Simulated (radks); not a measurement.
Task: Excited configurations of He+: one electron is placed in a higher orbital outside the bare nucleus. The ground configuration is 1s1. All-electron calculation, Dirac Kohn-Sham, PBE, spin-unpolarised, spherical densities, finite nucleus; open shells fill j = l - 1/2 first; Gaussian nuclear charge, rms radius 1.6755 fm. Program: a radial shooting solver on a logarithmic mesh with Libxc functionals. Excitation = E - E(ground); binding = E(ion) - E, where the ion is the core of charge +2; n* = 2/sqrt(2 binding) in atomic units, and the quantum defect is n - n*.

outer orbital  excitation (eV)  binding (eV)     n*  quantum defect  eigenvalue (eV)  <r> (bohr)
4d3/2                   48.245         3.515  3.935           0.065           -2.720       10.34
5d3/2                   49.454         2.306  4.858           0.142           -1.839       16.77
7s1/2                   50.552         1.208  6.712           0.288           -1.003       35.39
7f5/2                   50.553         1.207  6.716           0.284           -0.979       32.53

Estimate the row for 6f5/2.

Result: excitation (eV) 50.140; binding (eV) 1.620; n* 5.796; quantum defect 0.204; eigenvalue (eV) -1.291; <r> (bohr) 23.27. The Delta-SCF ionisation energy is 51.760 eV (NIST Atomic Spectra Database: 54.418 eV, theoretical). Self-interaction in the functional shifts the binding energies and quantum defects, so they are the method's values and not measured ones. Spin polarisation and multiplet splitting are left out, so open shells lie too high by an amount that depends on their filling.

Beside tabulated values, note that spin-unpolarised runs miss the spin-polarisation part of the exchange energy of open shells.
